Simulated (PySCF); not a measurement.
C5H8O3. Atoms are numbered in the order given.

```xyz
16

C      3.3514     0.5664     0.2181
C      2.2170     0.7026    -0.4705
C      1.0088    -0.0631    -0.0829
O      0.9376    -0.8409     0.8346
O     -0.0172     0.2212    -0.9013
C     -1.2426    -0.4513    -0.6498
C     -2.0606     0.2563     0.4213
O     -3.3034    -0.3598     0.6013
H      4.2551     1.1189    -0.0487
H      3.3886    -0.1146     1.0736
H      2.1265     1.3688    -1.3320
H     -1.7827    -0.4479    -1.6093
H     -1.0521    -1.4908    -0.3449
H     -1.5240     0.1912     1.3794
H     -2.1457     1.3301     0.1619
H     -3.8456    -0.1843    -0.1744
```

The structure is a stationary point at PBE0-D3(BJ)/def2-SVP. Other conformers were not sampled.

Level of theory: PBE/pcSseg-1 run with PySCF.

GIAO shieldings, no solvent; atoms listed in one row are averaged. δ = σ(ref) − σ: ¹³C against TMS (σ = 182.0 ppm); ¹⁷O against H2O (σ = 334.3 ppm); ¹H against TMS (σ = 31.49 ppm), references at their B3LYP-D3(BJ)/def2-TZVP geometries, non-relativistic.

Computed chemical shifts:
| nucleus | atoms | count | δ (ppm) |
|---|---|---|---|
| ¹³C | C3 | 1 | 168.0 |
| ¹³C | C1 | 1 | 140.6 |
| ¹³C | C2 | 1 | 136.9 |
| ¹³C | C6 | 1 | 69.7 |
| ¹³C | C7 | 1 | 66.1 |
| ¹⁷O | O4 | 1 | 394.4 |
| ¹⁷O | O5 | 1 | 224.6 |
| ¹⁷O | O8 | 1 | 31.9 |
| ¹H | H10 | 1 | 7.14 |
| ¹H | H11 | 1 | 6.42 |
| ¹H | H9 | 1 | 6.26 |
| ¹H | H13 | 1 | 5.09 |
| ¹H | H14 | 1 | 4.37 |
| ¹H | H15 | 1 | 3.81 |
| ¹H | H12 | 1 | 3.52 |
| ¹H | H16 | 1 | -0.22 |
